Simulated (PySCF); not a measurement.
Electron correlation in Ag²⁺ (silver, charge +2)

[Kr] 4d8 5s1, high-spin 4F determinant (an excited configuration). All numbers are calculated (PySCF 2.14, the spin-free X2C one-electron Hamiltonian (Gaussian nucleus), in x2c-TZVPPall (8s6p6d2f1g, 79 functions)). Frozen: [Kr]; 9 electrons correlated.

| level | correlation energy (mhartree) |
| --- | --- |
| CCSD | -241.68 |
| (T) | -5.56 |
| CCSD(T) | -247.24 |

Diagnostics: T1 = 0.0049, D1 = 0.0196, largest double amplitude 0.018.

Q: Is a single reference adequate?

A: Yes, within this model without spin-orbit coupling: T1 lies below 0.03 and no double amplitude reaches 0.07.
